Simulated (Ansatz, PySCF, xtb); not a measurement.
Pair of molecules: CH4 (SMILES C) (first 5 atoms) with C2H2 (SMILES C#C); geometry from B3LYP-D3(BJ)/def2-TZVP, rigid monomers moved along the line of their centres of mass till C1···H9 is 3.20 Å.
(charge 0, multiplicity 1):
```xyz
9

C      0.00926     0.21161    -0.50701
H      0.16022     0.30764    -1.58108
H      0.96680     0.02278    -0.02335
H     -0.42018     1.13605    -0.12175
H     -0.66928    -0.61881    -0.31363
C      0.12039    -0.39531     4.82882
C     -0.15084    -0.22651     3.67527
H      0.36425    -0.54557     5.85214
H     -0.39048    -0.07690     2.65071
```

Monomers are frozen at their geometry in the pair; levels with a basis set take the counterpoise correction.

Run with Ansatz (Gaussian orbitals); PySCF for the dispersion terms; xtb for the GFN methods. 

Question: Estimate the interaction energy that GFN2-xTB returns for this input.

Answer: -0.5 kcal/mol

Ansatz is a program for electronic structure.
